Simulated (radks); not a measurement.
Results of a calculation; reference values are marked as such.
Effect of the nuclear size on neutral bromine, [Ar] 3d10 4s2 4p5. Code: a radial shooting solver on a logarithmic mesh with Libxc functionals. Model: Dirac Kohn-Sham, exchange-only LDA, spin-unpolarised, spherical densities, finite nucleus; open shells fill j = l - 1/2 first; Fermi nuclear charge, rms radius 4.1629 fm. The rms radius is varied about that value; shifts are against it.

| rms radius (fm) | total energy shift (eV) | density at nucleus (e/bohr^3) | 1s1/2 shift (meV) | 2s1/2 shift (meV) | 3p1/2 shift (meV) | 4s1/2 shift (meV) |
|---|---|---|---|---|---|---|
| 3.5967 | -0.137 | 4.464e+04 | -58.1 | -5.83 | 0.085 | -0.097 |
| 3.8382 | -0.0807 | 4.442e+04 | -34.3 | -3.44 | 0.050 | -0.057 |
| 4.1629 | 0 | 4.415e+04 | 0.000 | 0.000 | 0.000 | 0.000 |
| 4.2919 | 0.0337 | 4.405e+04 | 14.3 | 1.44 | -0.021 | 0.024 |
| 5.1162 | 0.272 | 4.347e+04 | 115 | 11.6 | -0.169 | 0.192 |

Slopes of the eigenvalues against <r^2> in GHz/fm^2, as finite differences over the two radii next to the reference (eigenvalue slopes, not the field-shift constants of lines): 1s1/2 3190, 2s1/2 320, 3p1/2 -4.65, 4s1/2 5.29.
